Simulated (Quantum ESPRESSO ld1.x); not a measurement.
The numbers below are computed, except where a source is named.
Pb6+, 76 electrons, occupied as [Xe] 4f14 5d8 (the NIST ground configuration). Code: ld1.x of Quantum ESPRESSO 7.5. Model: Dirac Kohn-Sham, PBE, spin-unpolarised, spherical densities, point nucleus; open shells fill j = l - 1/2 first.

Spin-orbit splittings of the eigenvalues, e(l+1/2) - e(l-1/2), with zeta = 2 splitting/(2l+1) and mean radii in bohr:

shell  occ.  splitting (eV)  zeta (eV)  <r> j=l-1/2  <r> j=l+1/2
2p        6            2190       1460      0.05487      0.06380
3p        6           488.7      325.8       0.1644       0.1807
3d       10           104.0      41.59       0.1570       0.1619
4p        6               ?          ?       0.3852       0.4197
4d       10           22.34      8.935       0.4244       0.4354
4f       14           5.045      1.441       0.4499       0.4561
5p        6           23.06      15.37       0.9020       0.9857
5d        8           3.059      1.223        1.177        1.209

Estimate the 4p splitting.

Answer. 119.7 eV (zeta = 79.78 eV).
